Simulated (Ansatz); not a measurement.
Geometry optimisation, RHF/def2-SVP (Ansatz 0.2.0).

Input:

```yaml
crystal:
  periodic: [false, false, false]
  atoms:
    - { symbol: Ti, position_ang: [0.0, 0.0, 0.0] }
    - { symbol: Cl, position_ang: [0.0, 0.0, 2.72] }
    - { symbol: O, position_ang: [1.8106, 0.0, -0.6394] }
    - { symbol: H, position_ang: [2.1269, -0.9521, -0.756] }
    - { symbol: Cl, position_ang: [-1.1163, 1.9339, -0.7892] }
    - { symbol: O, position_ang: [-0.9043, -1.5667, -0.6394] }
    - { symbol: H, position_ang: [-1.359, -2.0324, 0.133] }
    - { symbol: P, position_ang: [1.0197, 2.3713, 0.8577] }
    - { symbol: H, position_ang: [2.1318, 2.1296, 1.7069] }
    - { symbol: H, position_ang: [1.4373, 3.14, -0.2609] }
    - { symbol: H, position_ang: [0.6028, 1.4019, 2.1738] }
basis:
  gaussian: { orbitals: def2-SVP }
hamiltonian:
  xc: hf
relax:
  f_tol: 0.15
  max_steps: 25
  restrain:
    - { distance: [0, 7], at: 3.62, k: 30.0 }
    - { distance: [10, 1], at: 2.57, k: 30.0 }
    - { distance: [0, 1], at: 2.37, k: 30.0 }
    - { distance: [10, 7], at: 1.42, k: 30.0 }
```

Command:

```bash
$ ansatz run input.yaml --threads 4 --pin off --max-ram 5120MiB --backend cpu --events-out ev --progress --plain --runs-dir out
```

Task: Where does it end, and by what steps?

Result: It converged. The restraints hold the end off the free minimum; the threshold counts their pulls, which the force column leaves out. Restrained pairs: Ti1–P8 (2.72 → 3.64 Å), Cl2–H11 (1.62 → 2.58 Å), Ti1–Cl2 (2.72 → 2.33 Å), P8–H11 (1.69 → 1.41 Å). After 10 steps the energy has fallen by 6.112 eV (the restraints' own energy left out); P8 moved furthest, 0.85 Å.

```tsv
step	energy less start (eV)	largest force component (eV/Å)	accepted
0	0.0000	4.088	yes
1	-0.0929	3.268	yes
2	-1.4363	4.024	yes
3	-3.2226	3.912	yes
4	-5.0900	1.550	yes
5	-5.8568	1.240	yes
6	-5.9744	1.080	yes
7	-6.0466	1.079	yes
8	-6.0865	1.064	yes
9	-6.1035	1.081	yes
10	-6.1121	1.054	yes
```

```xyz
11
Properties=species:S:1:pos:R:3
Ti -0.108 -0.124 0.200
Cl -0.355 -0.289 2.512
O 1.543 -0.077 -0.331
H 2.181 -0.605 -0.787
Cl -1.366 1.480 -0.695
O -0.755 -1.601 -0.394
H -1.477 -2.213 -0.417
P 1.468 2.977 1.261
H 2.647 2.243 1.512
H 1.386 2.650 -0.104
H 0.586 1.985 1.749
```

Time of the run: 23 s on 4 threads of Arm Neoverse V2 (shared host), peak memory 0.39 GiB.
